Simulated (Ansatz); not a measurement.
GaH$_{5}$O$_{3}$, triplet: a saddle search.

The input file, in.yaml:

```yaml
crystal:
  periodic: [false, false, false]
  atoms:
    - {symbol: Ga, position_ang: [-0.096600, -0.357500, 0.214000]}
    - {symbol: O, position_ang: [0.446200, 1.000900, -0.950200]}
    - {symbol: O, position_ang: [1.117900, -1.242000, 1.057400]}
    - {symbol: O, position_ang: [-1.438300, -1.338100, -0.240000]}
    - {symbol: H, position_ang: [-0.126100, 1.559900, 0.133900]}
    - {symbol: H, position_ang: [-0.565000, 1.121800, 1.025900]}
    - {symbol: H, position_ang: [0.857200, 1.292900, -1.767600]}
    - {symbol: H, position_ang: [1.986800, -0.942100, 1.311600]}
    - {symbol: H, position_ang: [-2.182100, -1.095900, -0.785100]}
basis:
  gaussian: {orbitals: def2-SVP}
magnetization: {spin_polarized: true, initial_magnetization: 2}
hamiltonian: {xc: pbe0, dispersion: d4}
saddle:
  max_steps: 30
  mode_guess:
    - [-0.1674, 0.0506, 0.3648]
    - [-0.0778, 0.2382, 0.2435]
    - [0.0028, -0.0181, -0.0220]
    - [0.0137, -0.0762, -0.0748]
    - [0.3339, -0.0310, -0.7138]
    - [-0.0459, -0.2155, 0.1277]
    - [-0.0581, 0.0636, 0.0614]
    - [0.0194, -0.0120, -0.0305]
    - [-0.0206, 0.0004, 0.0436]
```

Run by:

```bash
ansatz run in.yaml --threads 4 --pin off --events-out ev --progress --plain --max-ram 9574MiB
```

What Ansatz 0.2.0 printed:

```
Functional definition: PBE0
  name "PBE0"
  cite "Adamo & Barone, J. Chem. Phys. 110, 6158 (1999) doi:10.1063/1.478522"
  cite "Perdew, Burke & Ernzerhof, Phys. Rev. Lett. 77, 3865 (1996) doi:10.1103/PhysRevLett.77.3865"
  parent pbe
  parameter a = 0.25
  parameter kappa = 0.804
  parameter beta = 0.06672455060314922
  exchange = (1 - a)*pbe_x(kappa = kappa, mu = beta*pi^2/3) + a*exact_x
  correlation = pbe_c(beta = beta)
1030 factors; integrals over basis functions are off by at most 4.2e-4 eV
mean field evaluation 1: about -58557.2822 eV, gradient 5.7e1 eV
mean field evaluation 2: about -58515.0110 eV, gradient 1.1e2 eV
mean field evaluation 4: about -58568.6481 eV, gradient 1.4e1 eV
mean field evaluation 8: about -58569.4126 eV, gradient 2.8e-1 eV
mean field evaluation 16: about -58569.4145 eV, gradient 2.5e-3 eV
mean field evaluation 32: about -58569.2449 eV, gradient 1.1e0 eV
mean field -58569.41446747 eV, -2152.3862819044 hartree, gradient 1.9e-5 eV, S^2 2.006880; 6 other end points of the search recorded, 0 dependent functions left out
the calculation of the forces begins
reference -58569.41450007 eV, -2152.3862831025 hartree; 31, 29 occupied and 68, 70 virtual orbitals, 1030 factors
these checks for a lower state are left out or cut short: stability, starts, cluster_reference, orbital_swaps, neighbouring_geometries, increment
1030 factors; integrals over basis functions are off by at most 4.2e-4 eV
mean field -58569.41234196 eV, -2152.3862037935 hartree, gradient 1.2e-6 eV, S^2 2.006917; 0 other end points of the search recorded, 0 dependent functions left out
the calculation of the forces begins
reference -58569.41237465 eV, -2152.3862049947 hartree; 31, 29 occupied and 68, 70 virtual orbitals, 1030 factors
these checks for a lower state are left out or cut short: stability, starts, cluster_reference, orbital_swaps, neighbouring_geometries, increment
1030 factors; integrals over basis functions are off by at most 4.2e-4 eV
mean field -58569.39932495 eV, -2152.3857254272 hartree, gradient 1.7e-6 eV, S^2 2.006891; 0 other end points of the search recorded, 0 dependent functions left out
the calculation of the forces begins
reference -58569.39935760 eV, -2152.3857266272 hartree; 31, 29 occupied and 68, 70 virtual orbitals, 1030 factors
saddle step   1: F+E_penalty+E_count = -58569.54025412 eV  max|allowed force component| = 4.115e0 eV/Å  curvature = -0.2031 eV/Å²  mode residual = 1.27e1 eV/Å²  Δτ_max = 0.0000 Å  (1 rotations, 3 force calls, 166 SCF iters)  cluster: 3 rotations left out, max|force component along them| = 3.020e-7 eV/Å
saddle step   2: F+E_penalty+E_count = -58570.51333537 eV  max|allowed force component| = 3.278e0 eV/Å  curvature = +2.4396 eV/Å²  mode residual = 5.16e0 eV/Å²  Δτ_max = 0.2000 Å  (1 rotations, 4 force calls, 107 SCF iters)  cluster: 3 rotations left out, max|force component along them| = 9.382e-7 eV/Å
saddle step   3: F+E_penalty+E_count = -58570.70085298 eV  max|allowed force component| = 3.026e0 eV/Å  curvature = +1.8020 eV/Å²  mode residual = 6.56e0 eV/Å²  Δτ_max = 0.0702 Å  (1 rotations, 4 force calls, 101 SCF iters)  cluster: 3 rotations left out, max|force component along them| = 1.077e-7 eV/Å
WARN: saddle search: on two steps running the search has had no negative curvature along its mode to follow, on a curvature that misses the negative of saddle.curvature_tol by less than its residual: at step 3, +1.802 eV/Å² with a residual of 6.56e0 eV/Å² (extrapolated from the last rotation, not read by a force call). A negative curvature could lie within that residual, and the search be climbing where it has one to follow. Its rotation spent its cap of 1: raise saddle.rotation.max_rotations, or give a saddle.mode_guess nearer the mode
saddle step   4: F+E_penalty+E_count = -58570.83452462 eV  max|allowed force component| = 2.813e0 eV/Å  curvature = +1.4723 eV/Å²  mode residual = 3.23e0 eV/Å²  Δτ_max = 0.0678 Å  (1 rotations, 4 force calls, 107 SCF iters)  cluster: 3 rotations left out, max|force component along them| = 5.131e-8 eV/Å
saddle step   5: F+E_penalty+E_count = -58570.93561003 eV  max|allowed force component| = 2.631e0 eV/Å  curvature = +1.3331 eV/Å²  mode residual = 4.62e0 eV/Å²  Δτ_max = 0.0659 Å  (1 rotations, 4 force calls, 100 SCF iters)  cluster: 3 rotations left out, max|force component along them| = 6.657e-8 eV/Å
saddle step   6: F+E_penalty+E_count = -58571.00772321 eV  max|allowed force component| = 2.479e0 eV/Å  curvature = +1.1446 eV/Å²  mode residual = 2.85e0 eV/Å²  Δτ_max = 0.0640 Å  (1 rotations, 4 force calls, 102 SCF iters)  cluster: 3 rotations left out, max|force component along them| = 1.386e-8 eV/Å
saddle step   7: F+E_penalty+E_count = -58571.06049448 eV  max|allowed force component| = 2.368e0 eV/Å  curvature = +0.5645 eV/Å²  mode residual = 4.76e0 eV/Å²  Δτ_max = 0.0626 Å  (1 rotations, 4 force calls, 105 SCF iters)  cluster: 3 rotations left out, max|force component along them| = 3.677e-8 eV/Å
saddle step   8: F+E_penalty+E_count = -58571.09857318 eV  max|allowed force component| = 2.274e0 eV/Å  curvature = -1.1841 eV/Å²  mode residual = 4.76e0 eV/Å²  Δτ_max = 0.0611 Å  (1 rotations, 3 force calls, 88 SCF iters)  cluster: 3 rotations left out, max|force component along them| = 5.560e-8 eV/Å
saddle step   9: F+E_penalty+E_count = -58571.33040897 eV  max|allowed force component| = 1.862e0 eV/Å  curvature = -2.7869 eV/Å²  mode residual = 6.68e0 eV/Å²  Δτ_max = 0.2000 Å  (1 rotations, 3 force calls, 82 SCF iters)  cluster: 3 rotations left out, max|force component along them| = 9.702e-8 eV/Å
saddle step  10: F+E_penalty+E_count = -58571.62581106 eV  max|allowed force component| = 1.468e0 eV/Å  curvature = -1.2083 eV/Å²  mode residual = 2.43e0 eV/Å²  Δτ_max = 0.2000 Å  (1 rotations, 3 force calls, 78 SCF iters)  cluster: 3 rotations left out, max|force component along them| = 6.473e-8 eV/Å
saddle step  11: F+E_penalty+E_count = -58571.96002691 eV  max|allowed force component| = 9.957e-1 eV/Å  curvature = +0.7656 eV/Å²  mode residual = 3.85e0 eV/Å²  Δτ_max = 0.2000 Å  (1 rotations, 4 force calls, 96 SCF iters)  cluster: 3 rotations left out, max|force component along them| = 6.056e-8 eV/Å
saddle step  12: F+E_penalty+E_count = -58571.98418382 eV  max|allowed force component| = 1.036e0 eV/Å  curvature = +0.2304 eV/Å²  mode residual = 3.06e0 eV/Å²  Δτ_max = 0.0511 Å  (1 rotations, 4 force calls, 95 SCF iters)  cluster: 3 rotations left out, max|force component along them| = 1.227e-7 eV/Å
saddle step  13: F+E_penalty+E_count = -58572.01056699 eV  max|allowed force component| = 1.062e0 eV/Å  curvature = +0.2141 eV/Å²  mode residual = 2.24e0 eV/Å²  Δτ_max = 0.0518 Å  (1 rotations, 4 force calls, 95 SCF iters)  cluster: 3 rotations left out, max|force component along them| = 1.199e-7 eV/Å
saddle step  14: F+E_penalty+E_count = -58572.03346590 eV  max|allowed force component| = 1.065e0 eV/Å  curvature = +0.1734 eV/Å²  mode residual = 2.33e0 eV/Å²  Δτ_max = 0.0526 Å  (1 rotations, 4 force calls, 103 SCF iters)  cluster: 3 rotations left out, max|force component along them| = 1.663e-7 eV/Å
saddle step  15: F+E_penalty+E_count = -58572.05404321 eV  max|allowed force component| = 1.059e0 eV/Å  curvature = +0.1008 eV/Å²  mode residual = 2.79e0 eV/Å²  Δτ_max = 0.0534 Å  (1 rotations, 4 force calls, 90 SCF iters)  cluster: 3 rotations left out, max|force component along them| = 1.875e-7 eV/Å
saddle step  16: F+E_penalty+E_count = -58572.07302641 eV  max|allowed force component| = 1.047e0 eV/Å  curvature = +0.0201 eV/Å²  mode residual = 2.06e0 eV/Å²  Δτ_max = 0.0541 Å  (1 rotations, 4 force calls, 91 SCF iters)  cluster: 3 rotations left out, max|force component along them| = 3.011e-7 eV/Å
saddle step  17: F+E_penalty+E_count = -58572.09080979 eV  max|allowed force component| = 1.028e0 eV/Å  curvature = -0.0891 eV/Å²  mode residual = 2.58e0 eV/Å²  Δτ_max = 0.0546 Å  (1 rotations, 3 force calls, 72 SCF iters)  cluster: 3 rotations left out, max|force component along them| = 5.294e-7 eV/Å
saddle step  18: F+E_penalty+E_count = -58572.29354451 eV  max|allowed force component| = 5.917e-1 eV/Å  curvature = +0.1539 eV/Å²  mode residual = 1.83e0 eV/Å²  Δτ_max = 0.2000 Å  (1 rotations, 4 force calls, 95 SCF iters)  cluster: 3 rotations left out, max|force component along them| = 9.995e-7 eV/Å
saddle step  19: F+E_penalty+E_count = -58572.29831805 eV  max|allowed force component| = 5.319e-1 eV/Å  curvature = +0.0726 eV/Å²  mode residual = 2.02e0 eV/Å²  Δτ_max = 0.0528 Å  (1 rotations, 4 force calls, 89 SCF iters)  cluster: 3 rotations left out, max|force component along them| = 1.956e-6 eV/Å
saddle step  20: F+E_penalty+E_count = -58572.30072049 eV  max|allowed force component| = 5.170e-1 eV/Å  curvature = +0.0192 eV/Å²  mode residual = 1.34e0 eV/Å²  Δτ_max = 0.0531 Å  (1 rotations, 4 force calls, 82 SCF iters)  cluster: 3 rotations left out, max|force component along them| = 4.470e-7 eV/Å
saddle step  21: F+E_penalty+E_count = -58572.30224142 eV  max|allowed force component| = 4.974e-1 eV/Å  curvature = -0.0233 eV/Å²  mode residual = 1.76e0 eV/Å²  Δτ_max = 0.0532 Å  (1 rotations, 4 force calls, 83 SCF iters)  cluster: 3 rotations left out, max|force component along them| = 2.991e-7 eV/Å
saddle step  22: F+E_penalty+E_count = -58572.30357323 eV  max|allowed force component| = 4.737e-1 eV/Å  curvature = -0.0409 eV/Å²  mode residual = 1.02e0 eV/Å²  Δτ_max = 0.0533 Å  (1 rotations, 4 force calls, 82 SCF iters)  cluster: 3 rotations left out, max|force component along them| = 2.999e-7 eV/Å
saddle step  23: F+E_penalty+E_count = -58572.30487158 eV  max|allowed force component| = 4.481e-1 eV/Å  curvature = -0.0619 eV/Å²  mode residual = 1.64e0 eV/Å²  Δτ_max = 0.0533 Å  (1 rotations, 3 force calls, 66 SCF iters)  cluster: 3 rotations left out, max|force component along them| = 2.734e-7 eV/Å
saddle step  24: F+E_penalty+E_count = -58572.39666381 eV  max|allowed force component| = 2.485e-1 eV/Å  curvature = +0.0568 eV/Å²  mode residual = 7.71e-1 eV/Å²  Δτ_max = 0.2000 Å  (1 rotations, 4 force calls, 83 SCF iters)  cluster: 3 rotations left out, max|force component along them| = 3.079e-7 eV/Å
saddle step  25: F+E_penalty+E_count = -58572.39321519 eV  max|allowed force component| = 2.108e-1 eV/Å  curvature = +0.0373 eV/Å²  mode residual = 1.44e0 eV/Å²  Δτ_max = 0.0521 Å  (1 rotations, 4 force calls, 81 SCF iters)  cluster: 3 rotations left out, max|force component along them| = 1.754e-7 eV/Å
saddle step  26: F+E_penalty+E_count = -58572.39008367 eV  max|allowed force component| = 1.984e-1 eV/Å  curvature = +0.0298 eV/Å²  mode residual = 5.82e-1 eV/Å²  Δτ_max = 0.0521 Å  (1 rotations, 4 force calls, 89 SCF iters)  cluster: 3 rotations left out, max|force component along them| = 1.791e-7 eV/Å
saddle step  27: F+E_penalty+E_count = -58572.38715413 eV  max|allowed force component| = 2.207e-1 eV/Å  curvature = +0.0215 eV/Å²  mode residual = 1.20e0 eV/Å²  Δτ_max = 0.0521 Å  (1 rotations, 4 force calls, 79 SCF iters)  cluster: 3 rotations left out, max|force component along them| = 1.944e-7 eV/Å
saddle step  28: F+E_penalty+E_count = -58572.38488444 eV  max|allowed force component| = 2.266e-1 eV/Å  curvature = +0.0205 eV/Å²  mode residual = 5.00e-1 eV/Å²  Δτ_max = 0.0520 Å  (1 rotations, 4 force calls, 81 SCF iters)  cluster: 3 rotations left out, max|force component along them| = 3.634e-7 eV/Å
saddle step  29: F+E_penalty+E_count = -58572.44160151 eV  max|allowed force component| = 1.744e-1 eV/Å  curvature = +0.0556 eV/Å²  mode residual = 6.82e-1 eV/Å²  Δτ_max = 0.2000 Å  (1 rotations, 4 force calls, 78 SCF iters)  cluster: 3 rotations left out, max|force component along them| = 6.670e-7 eV/Å
saddle step  30: F+E_penalty+E_count = -58572.46838291 eV  max|allowed force component| = 1.375e-1 eV/Å  curvature = +0.0629 eV/Å²  mode residual = 4.39e-1 eV/Å²  Δτ_max = 0.1227 Å  (1 rotations, 4 force calls, 80 SCF iters)  cluster: 3 rotations left out, max|force component along them| = 2.914e-7 eV/Å
Error: the saddle search did not converge after 30 steps: max|allowed force component| = 1.37e-1 eV/Å (threshold 5.0e-2). At the last step the curvature along the mode is +0.063 eV/Å² (extrapolated from the last rotation, not read by a force call), not resolved as negative, so the search is still climbing. That curvature's residual is 4.39e-1 eV/Å². Where the curvature misses the negative of `saddle.curvature_tol` by less than that, a larger `saddle.rotation.max_rotations` or a tighter `saddle.rotation.residual_tol` may find a negative one. To go on, start nearer the saddle, give a better `saddle.mode_guess`, or set a larger `saddle.max_steps` (a set value also replaces the default of 250 for a search that goes on from a second negative curvature), or search again from the last step's geometry and mode. From 23 of its steps before the last this search moved with no negative curvature along its mode to follow. A search started from a geometry of this one does not count those moves and, where it converges, warns only of its own. With `saddle.order_check` unset, a search from the last step can check the order less strictly than this one. `saddle.order_check: true` asks for the full check and warns where it cannot tell. Where this run's directory can be resumed (`checkpoint.write`), a resume goes on for up to `saddle.max_steps` more
F+E_penalty+E_count at the last step = -58572.46838291 eV
to start another search from the last step: its geometry and its mode (saddle.mode_guess, Cartesian), with saddle.order_check: true (the message says why):
  atoms:
    - { symbol: Ga, position_ang: [-0.02215898, -0.56460480, 0.25774948] }
    - { symbol: O, position_ang: [0.47376670, 1.05530174, -0.34896149] }
    - { symbol: O, position_ang: [1.18648426, -1.53345396, 1.13588778] }
    - { symbol: O, position_ang: [-1.42106449, -1.47200532, -0.35754546] }
    - { symbol: H, position_ang: [0.10405829, 3.19567788, -1.76573652] }
    - { symbol: H, position_ang: [-0.89994853, 0.34098641, 1.93910134] }
    - { symbol: H, position_ang: [0.67870298, 0.99954031, -1.28972767] }
    - { symbol: H, position_ang: [2.03289638, -1.07354788, 1.16720492] }
    - { symbol: H, position_ang: [-2.13273660, -0.94799437, -0.73807236] }
  mode_guess:
    - [-0.01789330, -0.01538489, 0.07267809]
    - [-0.21372268, 0.13454797, 0.31337789]
    - [0.07111475, -0.08954633, -0.14628409]
    - [0.07627525, -0.01133840, -0.13326227]
    - [0.20723962, 0.06685234, -0.64649136]
    - [-0.11786367, -0.13393798, 0.33238241]
    - [-0.07895010, 0.11363556, 0.34085183]
    - [0.06160644, -0.06916848, -0.14837382]
    - [0.01219370, 0.00434021, 0.01512132]
  order_check: true


[the SCF lines of later steps are left out]
```

Hardware: 4 CPU threads of an Arm Neoverse V2, shared host. Wall time about 2.4 min.


The run did not converge within its limit. The spin typed is not that of the intended reaction, so this is not its saddle.